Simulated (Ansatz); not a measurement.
GaH₂Cl. Charge 0, multiplicity 1. Geometry PBE-D4/def2-TZVP.

```xyz
4

Ga   -0.123   -0.154   -0.081
H    -0.573    0.078   -1.562
H    -0.428   -1.336    0.898
Cl    1.124    1.412    0.745
```

The 6-31G sets use Cartesian d functions. B3LYP takes the VWN-RPA correlation.

Estimate the orbital energies around the gap (eV) in Ansatz with LDA (SPW92)/def2-TZVP, r2SCAN-D4/def2-TZVP, B97M-V/def2-TZVP, B3LYP-D4/6-31G, B3LYP-D4/def2-TZVP.


| orbital | LDA (SPW92)/def2-TZVP | r2SCAN-D4/def2-TZVP | B97M-V/def2-TZVP | B3LYP-D4/6-31G | B3LYP-D4/def2-TZVP |
| --- | --- | --- | --- | --- | --- |
| HOMO−5 | -19.51 | -20.21 | -20.69 | -21.42 | -21.53 |
| HOMO−4 | -11.81 | -11.99 | -11.98 | -12.97 | -12.86 |
| HOMO−3 | -8.64 | -8.87 | -8.93 | -9.76 | -9.60 |
| HOMO−2 | -8.57 | -8.84 | -8.87 | -9.56 | -9.54 |
| HOMO−1 | -7.95 | -8.14 | -8.23 | -8.84 | -8.86 |
| HOMO | -7.21 | -7.45 | -7.56 | -8.18 | -8.21 |
| LUMO | -2.90 | -2.35 | -2.59 | -2.24 | -2.13 |
| LUMO+1 | -1.17 | -0.56 | -0.80 | -0.42 | -0.35 |
| LUMO+2 | 0.00 | 0.70 | 0.35 | 0.89 | 0.68 |
| LUMO+3 | 2.16 | 2.97 | 2.57 | 1.51 | 2.90 |
| LUMO+4 | 2.79 | 3.74 | 3.25 | 2.28 | 3.45 |
| LUMO+5 | 3.28 | 4.09 | 3.74 | 3.41 | 4.01 |
